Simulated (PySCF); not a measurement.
# O (oxygen, neutral) across methods

[He] 2s1 2p5, high-spin 3P determinant (an excited configuration). All numbers are calculated (PySCF 2.14, scalar relativity by spin-free X2C-1e, in dyall-acv3z (15s9p4d2f, 76 functions)).

| method | E (hartree) | mean ε 2s α (eV) | mean ε 2p α (eV) | mean ε 2p β (eV) | Σ⟨r²⟩ (bohr²) | ⟨S²⟩ |
| --- | --- | --- | --- | --- | --- | --- |
| UHF | -74.25016 | -40.226 | -19.852 | -12.127 | 12.10 | 2.042 |
| PBE | -74.5344 | -25.982 | -10.834 | -7.792 | 12.23 | 2.008 |
| r2SCAN | -74.5585 | -27.829 | -11.595 | -7.899 | 12.05 | 2.015 |
| M06-2X | -74.5653 | -32.215 | -15.175 | -10.891 | 12.06 | 2.014 |
| r2SCANh | -74.5515 | -29.058 | -12.445 | -8.450 | 12.03 | 2.016 |
| BHandHLYP | -74.5549 | -33.053 | -15.371 | -10.644 | 12.04 | 2.017 |
| LDA | -74.0563 | -25.715 | -10.966 | -7.860 | 12.28 | 2.009 |
| PBE0 | -74.5181 | -29.604 | -13.141 | -9.203 | 12.08 | 2.012 |
| BLYP | -74.6130 | -25.757 | -10.713 | -7.841 | 12.29 | 2.009 |
